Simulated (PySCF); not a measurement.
A structure optimised at PBE-D3(BJ)/def2-SVP, used in a PySCF frequency run:

```xyz
7

O      0.0000     0.0000     3.7692
C      0.0000     0.0000     2.5920
N      0.0000     0.0000     1.3805
Si     0.0000     0.0000    -0.3183
Cl    -1.6764     0.9679    -0.9983
Cl     0.0000    -1.9358    -0.9983
Cl     1.6764     0.9679    -0.9983
```

Task: Write its SMILES, formula and point group.

Result: O=C=N[Si](Cl)(Cl)Cl, CCl3NOSi, C3v

Task: What are its rotational constants (standard atomic weights)?

Result: 1.2681, 0.78637, 0.78637 GHz
